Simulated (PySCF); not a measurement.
**Electronic structure of O(3+) (oxygen, charge +3) at the B3LYP level**

Configuration: [He] 2s2 2p1, 2P determinant. Calculation: PySCF 2.14, in aug-cc-pVDZ-DK (4s3p2d, 23 functions); scalar relativity by spin-free X2C-1e.

```json
{"Total energy": "-71.2719 hartree", "One-electron energy": "-86.0648 hartree", "Hartree (Coulomb) energy": "21.5867 hartree", "Exchange-correlation energy": "-6.7938 hartree", "⟨S²⟩": "0.7511", "⟨L²⟩": "2.003", "Sum of ⟨r⟩": "3.292 bohr", "Sum of ⟨r²⟩": "3.438 bohr²", "Traceless quadrupole moment −½Σ⟨3z² − r²⟩ along its main axis": "-0.397 e·bohr²", "Langevin diamagnetic susceptibility": "-2.72 ×10⁻⁶ cm³/mol", "Time after the integrals": "0.08 s of wall time on 1 thread of Neoverse-V2 (shared host)"}
```

```json
{"shell": "1s α", "electrons": "1", "mean orbital energy (hartree)": "-22.01680", "rms radius, mean of both spins (bohr)": "0.230"}
{"shell": "1s β", "electrons": "1", "mean orbital energy (hartree)": "-21.98124", "rms radius, mean of both spins (bohr)": "0.230"}
{"shell": "2s α", "electrons": "1", "mean orbital energy (hartree)": "-3.04500", "rms radius, mean of both spins (bohr)": "1.07"}
{"shell": "2s β", "electrons": "1", "mean orbital energy (hartree)": "-2.93805", "rms radius, mean of both spins (bohr)": "1.07"}
{"shell": "2p α", "electrons": "1", "mean orbital energy (hartree)": "-2.54906", "rms radius, mean of both spins (bohr)": "1.01"}
```
